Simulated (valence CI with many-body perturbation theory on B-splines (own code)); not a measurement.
## Assign the levels of Se XXII

Calculated by valence CI with perturbative core correlation (CI+MBPT): three valence electrons over a frozen Dirac-Fock core [Ne], radial functions for each j: 11 s, 11 p, 10 d, 8 f, 5 g, 2 h, with the one-electron correlation potential Σ1, the two-electron term Σ2, the three-electron term Σ3, Breit, model QED; selected CI, second order for the rest, scaled by the run's own slope (own B-spline code, finite nucleus).

No measured spectrum was set against this ion. As an estimate, levels of excited configurations hold to 0.05 to 0.15 % of their energy, terms of the ground configuration to about 0.5 %.

```csv
No.,J,Parity,E (eV),g
1,1/2,odd,0.00,0.663
2,3/2,odd,9.13,1.332
3,1/2,even,46.06,2.616
4,3/2,even,50.68,1.721
5,5/2,even,54.40,1.543
6,3/2,even,63.75,0.827
7,5/2,even,66.28,1.254
10,3/2,even,83.98,1.305
11,3/2,even,94.22,0.807
12,5/2,even,95.45,1.199
16,3/2,odd,127.96,0.437
17,5/2,odd,129.85,1.041
18,7/2,odd,132.75,1.246
19,1/2,odd,133.04,0.663
```

Energies count from the lowest level. Strongly mixed levels and levels close to another of their J and parity are left out, so the numbers can have gaps.

(1) Give configuration and LS term of each level.

Results:

(1) 1: 3s2 3p 2P°; 2: 3s2 3p 2P°; 3: 3s 3p2 4P; 4: 3s 3p2 4P; 5: 3s 3p2 4P; 6: 3s 3p2 2D; 7: 3s 3p2 2D; 10: 3s 3p2 2P; 11: 3s2 3d 2D; 12: 3s2 3d 2D; 16: 3s 3p 3d 4F°; 17: 3s 3p 3d 4F°; 18: 3s 3p 3d 4F°; 19: 3p3 2P°.
